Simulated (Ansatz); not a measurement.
Pulling on the C3–H4 bond in CH4Si (SMILES C[SiH]) (multiplicity 1 held, fragments rigid). Energies count from the point at 1.090 Å.
Geometry at that point (charge 0, multiplicity 1):
```xyz
6

Si    -0.4428    -0.3373     0.5178
H     -1.4299    -0.7004    -0.5909
C      0.7708     0.5441    -0.6507
H      1.6471     0.9486    -0.1444
H      0.2562     1.3587    -1.1749
H      1.1017    -0.1488    -1.4339
```

Signs of static correlation in cc-pV(T+d)Z, with CASSCF(2,2), from Ansatz (an electronic-structure program) runs.

```json
[
 {"R (Å)": "0.872", "T1 of restricted CCSD": "0.012", "⟨S²⟩ of UHF": "0.415", "largest double amplitude of restricted CCSD": "0.101", "weight of the CASSCF reference in MRCISD": "0.894", "CASSCF natural occupations": "1.99 0.01"},
 {"R (Å)": "0.981", "T1 of restricted CCSD": "0.012", "⟨S²⟩ of UHF": "0.417", "largest double amplitude of restricted CCSD": "0.102", "weight of the CASSCF reference in MRCISD": "0.894", "CASSCF natural occupations": "1.99 0.01"},
 {"R (Å)": "1.090", "T1 of restricted CCSD": "0.012", "⟨S²⟩ of UHF": "0.420", "largest double amplitude of restricted CCSD": "0.102", "weight of the CASSCF reference in MRCISD": "0.893", "CASSCF natural occupations": "1.98 0.02"},
 {"R (Å)": "1.199", "T1 of restricted CCSD": "0.012", "⟨S²⟩ of UHF": "0.422", "largest double amplitude of restricted CCSD": "0.102", "weight of the CASSCF reference in MRCISD": "0.893", "CASSCF natural occupations": "1.98 0.02"},
 {"R (Å)": "1.308", "T1 of restricted CCSD": "0.013", "⟨S²⟩ of UHF": "0.423", "largest double amplitude of restricted CCSD": "0.102", "weight of the CASSCF reference in MRCISD": "0.893", "CASSCF natural occupations": "1.97 0.03"},
 {"R (Å)": "1.471", "T1 of restricted CCSD": "0.014", "⟨S²⟩ of UHF": "0.426", "largest double amplitude of restricted CCSD": "0.103", "weight of the CASSCF reference in MRCISD": "0.892", "CASSCF natural occupations": "1.94 0.06"},
 {"R (Å)": "1.635", "T1 of restricted CCSD": "0.016", "⟨S²⟩ of UHF": "0.428", "largest double amplitude of restricted CCSD": "0.103", "weight of the CASSCF reference in MRCISD": "0.892", "CASSCF natural occupations": "1.91 0.09"},
 {"R (Å)": "1.907", "T1 of restricted CCSD": "0.022", "⟨S²⟩ of UHF": "0.963", "largest double amplitude of restricted CCSD": "0.151", "weight of the CASSCF reference in MRCISD": "0.892", "CASSCF natural occupations": "1.84 0.16"},
 {"R (Å)": "2.180", "T1 of restricted CCSD": "___", "⟨S²⟩ of UHF": "1.226", "largest double amplitude of restricted CCSD": "___", "weight of the CASSCF reference in MRCISD": "0.891", "CASSCF natural occupations": "1.72 0.28"},
 {"R (Å)": "2.507", "T1 of restricted CCSD": "0.047", "⟨S²⟩ of UHF": "1.358", "largest double amplitude of restricted CCSD": "0.336", "weight of the CASSCF reference in MRCISD": "0.892", "CASSCF natural occupations": "1.55 0.45"},
 {"R (Å)": "2.943", "T1 of restricted CCSD": "0.069", "⟨S²⟩ of UHF": "1.419", "largest double amplitude of restricted CCSD": "0.550", "weight of the CASSCF reference in MRCISD": "0.892", "CASSCF natural occupations": "1.33 0.67"},
 {"R (Å)": "3.488", "T1 of restricted CCSD": "0.089", "⟨S²⟩ of UHF": "1.438", "largest double amplitude of restricted CCSD": "0.737", "weight of the CASSCF reference in MRCISD": "0.892", "CASSCF natural occupations": "1.16 0.84"}
]
```

What belongs in the gaps?


- 2.180, T1 of restricted CCSD: 0.032
- 2.180, largest double amplitude of restricted CCSD: 0.180

Doubts at one or more of the structures used: a restricted determinant that unrestricted orbitals would lower (R-CCSD(T)/cc-pV(T+d)Z); other coupled-cluster roots lie near (R-CCSD(T)/cc-pV(T+d)Z); T1 above 0.05 (R-CCSD(T)/cc-pV(T+d)Z, U-CCSD(T)/cc-pV(T+d)Z); a spin-contaminated determinant (U-CCSD(T)/cc-pV(T+d)Z).
